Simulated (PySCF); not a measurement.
Job file and geometry (Å, from GFN2-xTB) of an NMR shielding run on SMILES C1[P@@+]([BH3-])(P)CC=C1C, C$_{5}$H$_{13}$BP$_{2}$, PySCF, GIAO PBE0/pcSseg-1 NMR shielding, non-relativistic, gas phase; density fitting, a coarse starting grid and PySCF grid level 2 are the driver's defaults:

```
$ OMP_NUM_THREADS=1 python probes_run.py task.json out

{"job": {"kind": "nmr", "xc": "PBE0", "basis": "pcSseg-1"}, "charge": 0, "multiplicity": 1}
B     -2.205205    -1.677081     0.833525
P     -1.053180    -0.281772     0.109204
P     -1.786628     1.746261    -0.196091
C     -0.204998    -0.580406    -1.511353
C      1.143518     0.052775    -1.358062
C      1.528640     0.383406    -0.133669
C      2.834997     1.000372     0.239067
C      0.549159     0.071552     0.966107
H     -2.531841    -1.269421     1.903594
H     -3.104931    -1.755169     0.057679
H     -1.499774    -2.633427     0.865822
H     -2.943948     1.269755    -0.810734
H     -2.394135     1.749467     1.059103
H     -0.123431    -1.658947    -1.683039
H     -0.775991    -0.154697    -2.341952
H      1.758373     0.197029    -2.232875
H      3.358431     0.369666     0.957147
H      3.464302     1.134764    -0.636376
H      2.671621     1.971193     0.706165
H      0.445339     0.896180     1.677653
H      0.860762    -0.814556     1.528612
```

Task: What does the program print?

Result: 
```
coarse grid: 17824 points
cycle   1  E = -905.1770509674  dE =  9.158e-01  |g| = 4.902e-01  |ddm| = 4.134e+00
cycle   2  E = -905.1827069099  dE = -5.656e-03  |g| = 4.763e-01  |ddm| = 1.205e+00
cycle   3  E = -905.2524852174  dE = -6.978e-02  |g| = 4.258e-02  |ddm| = 6.199e-01
cycle   4  E = -905.2529190257  dE = -4.338e-04  |g| = 2.039e-02  |ddm| = 9.809e-02
cycle   5  E = -905.2530346545  dE = -1.156e-04  |g| = 6.096e-03  |ddm| = 3.299e-02
cycle   6  E = -905.2530427974  dE = -8.143e-06  |g| = 2.664e-03  |ddm| = 8.335e-03
final grid: 160936 points
cycle   7  E = -905.3014807878  dE = -4.018e-05  |g| = 9.969e-03  |ddm| = 3.969e-02
cycle   8  E = -905.3014566639  dE =  2.412e-05  |g| = 1.388e-02  |ddm| = 2.380e-02
cycle   9  E = -905.3015064674  dE = -4.980e-05  |g| = 2.347e-03  |ddm| = 1.484e-02
cycle  10  E = -905.3015078878  dE = -1.420e-06  |g| = 2.490e-04  |ddm| = 2.325e-03
cycle  11  E = -905.3015079025  dE = -1.467e-08  |g| = 1.055e-04  |ddm| = 4.820e-04
cycle  12  E = -905.3015079056  dE = -3.143e-09  |g| = 2.344e-05  |ddm| = 1.599e-04
cycle  13  E = -905.3015079058  dE = -1.571e-10  |g| = 5.461e-06  |ddm| = 3.905e-05
converged SCF energy = -905.3015079058

GIAO shielding tensors (ppm)
atom      isotropic    diamagn.    paramagn.     s11        s22        s33       span
  0 B      141.193     189.471     -48.278    130.508    136.519    156.552     26.044
  1 P      299.429     968.107    -668.678    207.105    325.845    365.337    158.231
  2 P      531.440     967.824    -436.384    465.094    529.923    599.302    134.208
  3 C      148.242     256.420    -108.178    124.623    149.303    170.801     46.177
  4 C       56.688     255.054    -198.366    -40.299     81.101    129.262    169.561
  5 C       39.748     264.364    -224.616    -68.896     53.133    135.008    203.904
  6 C      164.928     243.338     -78.410    149.182    157.075    188.528     39.346
  7 C      145.156     256.257    -111.101    120.672    142.692    172.103     51.431
  8 H       30.462      29.807       0.655     27.197     28.838     35.350      8.153
  9 H       30.479      29.852       0.627     27.133     28.880     35.424      8.291
 10 H       30.449      29.892       0.557     26.598     28.714     36.034      9.436
 11 H       29.330      30.312      -0.982     24.036     27.003     36.952     12.916
 12 H       29.330      30.345      -1.015     24.182     27.040     36.768     12.585
 13 H       28.688      32.164      -3.476     24.085     26.910     35.069     10.984
 14 H       29.449      32.555      -3.106     25.382     27.782     35.182      9.800
 15 H       26.013      33.144      -7.131     23.185     26.540     28.313      5.128
 16 H       29.906      27.601       2.305     25.506     27.939     36.273     10.767
 17 H       29.521      27.959       1.562     24.881     28.090     35.592     10.711
 18 H       29.889      28.016       1.873     25.536     28.538     35.593     10.057
 19 H       29.766      34.273      -4.507     25.731     29.260     34.306      8.575
 20 H       28.857      33.334      -4.477     24.098     27.991     34.483     10.385
```

Size and cost of the density-fitted run: 215 basis functions, roughly 2.4 core-minutes.
